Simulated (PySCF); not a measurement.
BHF2, SMILES FBF. Atoms are numbered in the order given.

```xyz
4

B      0.0000     0.0000    -0.4590
H      0.0000     0.0000    -1.6458
F      0.0000     1.1300     0.2189
F      0.0000    -1.1300     0.2189
```

The structure is a stationary point at B3LYP-D3(BJ)/def2-TZVP.

The numbers are results of PBE0/def2-TZVPD (PySCF), not measurements.

ESP charges are fitted to the potential on shells at 1.4 to 2.0 van der Waals radii. Atomic charges (e):

```csv
atom,ESP fit,IAO
B1,0.65,0.65
H2,-0.12,-0.02
F3,-0.26,-0.32
F4,-0.26,-0.32
```
